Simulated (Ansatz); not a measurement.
Total energies of CH₅N₃Zn, SMILES `NC1[NH][Zn][NH]1`.

Z-matrix (Å, degrees):
```
C
N 1 1.485
Zn 1 2.322 2 55.5
N 1 1.446 2 112.9 3 113.7
N 1 1.463 2 108.9 3 -10.1
H 1 1.104 2 107.4 3 -128.3
H 2 1.015 1 111.2 3 115.8
H 4 1.016 1 108.5 2 -63.7
H 4 1.014 1 108.9 2 51.9
H 5 1.012 1 112.7 2 149.3
```

The species carries charge 0 and has multiplicity 1. For Zn the d shell is correlated and the shells below it are frozen. Scalar relativity is left out up to krypton. The structure was optimised at the PBE0-D4/def2-TZVP level. It is one conformer, not always the lowest. Basis def2-TZVPP, the Gaussian-basis code of Ansatz.

RPA on PBE orbitals: Hartree–Fock energy of these orbitals -1981.82688 Eh, correlation -1.90952 Eh (frozen core).

| functional | energy without D4 (Eh) | D4 term (kJ/mol) |
| --- | --- | --- |
| LDA (SPW92) | -1980.19946 | – |
| revPBE | -1984.60187 | -73.4 |
| BLYP | -1984.79969 | -48.7 |
| r2SCAN | -1984.65333 | -5.0 |
| r2SCANh | -1984.62356 | -5.3 |
| r2SCAN0 | -1984.58133 | -5.8 |
| LC-ωPBE | -1984.41409 | – |
| ωB97M-V | -1984.60380 | – |
| B2PLYP | -1984.33740 | – |
| PBE-QIDH | -1984.01730 | – |

(1) Give the same for PBE, B97M-V, PBE0, B3LYP, HSE06 (plane-wave form), BHLYP, CAM-B3LYP, ωB97X-V. (An estimate is asked.)

B3LYP takes the VWN-RPA correlation (the form of Gaussian; ORCA's B3LYP/G). HSE06 is the plane-wave form, built on full-range PBE exchange. The double hybrids freeze the cores in their second-order part.

Results:

(1) The calculation gave: 
| functional | energy without D4 (Eh) | D4 term (kJ/mol) |
| --- | --- | --- |
| PBE | -1984.27397 | -21.4 |
| B97M-V | -1984.39612 | – |
| PBE0 | -1984.29372 | -17.7 |
| B3LYP | -1984.82940 | -34.6 |
| HSE06 (plane-wave form) | -1984.28215 | -16.4 |
| BHLYP | -1984.60269 | -24.8 |
| CAM-B3LYP | -1984.79327 | -17.7 |
| ωB97X-V | -1984.54186 | – |

LC-ωPBE has ω = 0.4 bohr⁻¹.
